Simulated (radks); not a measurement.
Question: These are the eigenvalues of the occupied orbitals of an atom or ion with whole-number occupations (hartree). Calculated with a radial shooting solver on a logarithmic mesh with Libxc functionals: non-relativistic Kohn-Sham, PBE, spin-polarised, spherical densities, point nucleus.

orbital  eigenvalue
1s up     -1440.710
1s down   -1440.688
2s up     -251.3054
2s down   -251.2936
2p up     -239.6241
2p down   -239.6043
3s up     -77.61823
3s down   -77.59230
3p up     -72.59626
3p down   -72.56769
3d up     -63.36367
3d down   -63.33771
4s up     -35.77993
4s down   -35.62506
4p up     -33.74137

Which element is it, and in what charge state? The configuration may be excited. Open shells, if any, are filled with parallel spins first.

Answer: Z = 58, cerium, charge +27: Ce27+ in [Ar] 3d10 4s2 4p1. The list shows which subshells hold electrons but not how many an open one holds; the 1s level, -1440.7 hartree, gives Z - s = 53.7 by -(Z - s)^2/2, which with screening narrows Z to a few neighbours, and the depths of the outer levels then fix element, charge and occupations together.
